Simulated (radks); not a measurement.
Results of a calculation; reference values are marked as such.
Task: All-electron atom: N2- in [He] 2s2 2p5. Code: a radial shooting solver on a logarithmic mesh with Libxc functionals. Model: non-relativistic Kohn-Sham, PBEsol, spin-polarised, spherical densities, point nucleus; open shells are filled with parallel spins first; Watson sphere of charge +2.98 and radius 2.53 bohr. Some entries of the table are withheld. Estimate them.

orbital  occ.  eigenvalue (hartree)  r(max) (bohr)  <r> (bohr)
1s up       1             -14.17999         0.1488      0.2306
1s down     1             -14.16536         0.1487      0.2303
2s up       1              -0.94118          1.056         (1)
2s down     1              -0.90090          1.063         (2)
2p up       3                   (3)          1.090       1.710
2p down     2                   (4)          1.122       1.773

Result: 
(1) 2s up <r> (bohr): 1.434
(2) 2s down <r> (bohr): 1.455
(3) 2p up eigenvalue (hartree): -0.54265
(4) 2p down eigenvalue (hartree): -0.50720
